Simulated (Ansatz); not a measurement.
Calculated with Ansatz (gas phase, PBE0-D4/def2-TZVP geometries, no zero-point term in ΔE). CCSD(T)/CBS is the MP2 limit (def2-TZVPP, def2-QZVPP) plus CCSD(T) − MP2 in def2-TZVPP, frozen cores. Functionals use def2-TZVPP. B3LYP here is the variant with VWN-RPA as its local correlation; programs differ in this. One conformer a species, not always the lowest.

`FCOCC(F)F` + silanol → `FC(F)O[SiH3]` + `COCF`  (substitution at a C–C bond)

```json
{"level": "r2SCAN-D4", "ΔE (kJ/mol)": "-4.4", "difference from CCSD(T)/CBS": "-8.2"}
{"level": "B3LYP-D4", "ΔE (kJ/mol)": "-4.0", "difference from CCSD(T)/CBS": "-7.8"}
{"level": "ωB97X-V", "ΔE (kJ/mol)": "-2.6", "difference from CCSD(T)/CBS": "-6.4"}
{"level": "ωB97M-V", "ΔE (kJ/mol)": "-1.0", "difference from CCSD(T)/CBS": "-4.8"}
{"level": "PBE", "ΔE (kJ/mol)": "-3.2", "difference from CCSD(T)/CBS": "-7.0"}
{"level": "r2SCAN", "ΔE (kJ/mol)": "-4.7", "difference from CCSD(T)/CBS": "-8.5"}
{"level": "CCSD/def2-TZVPP", "ΔE (kJ/mol)": "0.5", "difference from CCSD(T)/CBS": "-3.3"}
{"level": "HF/def2-QZVPP", "ΔE (kJ/mol)": "-8.4", "difference from CCSD(T)/CBS": "-12.2"}
{"level": "HF/CBS(def2)", "ΔE (kJ/mol)": "-8.5", "difference from CCSD(T)/CBS": "-12.3"}
{"level": "MP2/CBS(def2)", "ΔE (kJ/mol)": "5.0", "difference from CCSD(T)/CBS": "1.2"}
{"level": "CCSD(T)/CBS", "ΔE (kJ/mol)": "3.8", "difference from CCSD(T)/CBS": "0"}
```

Largest T1 diagnostic among the species: 0.012.

In def2-TZVPP, CCSD(T) changes the Hartree–Fock value by +8.6 kJ/mol (the triples alone add −0.0 kJ/mol) and MP2 by +9.9 kJ/mol.
